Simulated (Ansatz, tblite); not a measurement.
Removing and adding an electron: As4P (the lowest doublet isomer of a short search). The state is a doublet with charge 0. Geometry: B3LYP-D4/def2-SVP. Ansatz, gas phase; energy differences of separate SCF runs; the oxidised species is a singlet (the triplet lies 0.85 eV higher at PBE0-D4/def2-TZVP); the reduced species is a singlet (the triplet lies 0.96 eV higher at PBE0-D4/def2-TZVPD).

```xyz
5

P     1.1568   -1.0729   -0.4905
As    1.1921    1.2431   -0.2148
As   -1.9718   -0.0512    0.6034
As    0.2874   -0.2499    1.5901
As   -0.6645    0.1310   -1.4882
```

The xTB rows come from tblite. The structure comes from a short search, and lower isomers may exist.

```
               level  −HOMO (eV)  vertical IE (eV)  −LUMO (eV)  vertical EA (eV)  HOMO–LUMO gap (eV)  IE − EA (eV)                       remarks
            GFN1-xTB           –             12.20           –              4.12                   –          8.08                             –
            GFN2-xTB           –             10.85           –              5.56                   –          5.29                             –
    PBE-D4/def2-TZVP        4.71              7.19        3.77                 –                0.94             –                             –
   PBE-D4/def2-TZVPD        4.75                 –        3.83              1.57                0.93             –  HOMO above zero (-1 singlet)
 r2SCAN-D4/def2-TZVP        5.08              7.47        3.61                 –                1.47             –                             –
r2SCAN-D4/def2-TZVPD        5.10                 –        3.63              1.58                1.47             –  HOMO above zero (-1 singlet)
   PBE0-D4/def2-TZVP        5.75              7.45        3.01                 –                2.75             –                             –
  PBE0-D4/def2-TZVPD        5.78                 –        3.05              1.59                2.72             –                             –
```

   A HOMO above zero means that the electron is unbound at that level or that self-interaction error raises the level; the energy of removing that electron tells which. HOMO and LUMO are the levels of the spin that leaves or enters (xTB has no such levels and no spin-polarisation term). Other spin states of the ions may lie lower, which would lower the ionisation energy or raise the affinity. Raw xTB energy differences between charge states are shifted by several eV; the methods need an empirical correction for them.
